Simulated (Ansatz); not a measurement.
CH₁₁N₃Si₂, SMILES N[Si@@H](C)[SiH](N)N.

Geometry optimised at B3LYP-D3(BJ)/def2-SVP. The structure was generated by enumeration; whether it is a known compound was not checked. The values are those of a single conformer.

Two levels are set side by side: PBE/def2-SVPD (Ansatz, a first-principles code) and PBE0/def2-SVPD (Ansatz). Energy differences of separate SCF runs at the same geometry; the states with an electron removed or added have multiplicity 2 and 2. Differences are taken from unrounded values.

```json
[
 {"quantity": "vertical ionisation energy (eV)", "PBE0": "8.34"},
 {"quantity": "vertical singlet–triplet gap (eV)", "PBE0": "5.12"}
]
```

Question: What does PBE give, and how far is it from PBE0? (Estimate from the structure and the level; the computed values follow.)

Answer: 
```json
[
 {"quantity": "vertical ionisation energy (eV)", "PBE": "7.91", "PBE minus PBE0": "-0.44"},
 {"quantity": "vertical singlet–triplet gap (eV)", "PBE": "4.59", "PBE minus PBE0": "-0.53"}
]
```
